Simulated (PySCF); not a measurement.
## A small calculation by hand: refractive index and permittivity of the vapour

C₂H₄Cl₂Si₂, SMILES C([SiH](Cl)Cl)#C[SiH3].

Coordinates come from a PBE0-D3(BJ)/def2-SVP optimisation. The structure was generated by enumeration, and PubChem lists no compound with its InChIKey, so it may never have been made.

PySCF with PBE/def2-TZVP gives a mean static polarisability of 102.7 bohr³ and a dipole moment of 1.70 D. Take an ideal gas at 298.15 K and 1 bar, whether or not the substance is that volatile.

Problem. Work out n − 1 in the optical limit and the static ε − 1.

Solution. 
Polarisability volume α' = 102.7 × 0.148185 = 15.22 Å³. Number density N = p/kT = 2.43e-5 Å⁻³.
Dilute limit of Lorentz–Lorenz: n − 1 = 2π N α' = 0.0023.
Orientation term of Debye: μ²/(3kT) = 8.098 Å³ × μ²(D²) = 23.40 Å³.
ε − 1 = 4π N (α' + μ²/3kT) = 0.012. Orientation of the dipole supplies 61 % of the static response; it can't follow optical fields. Vibrational polarisation and dispersion are left out.
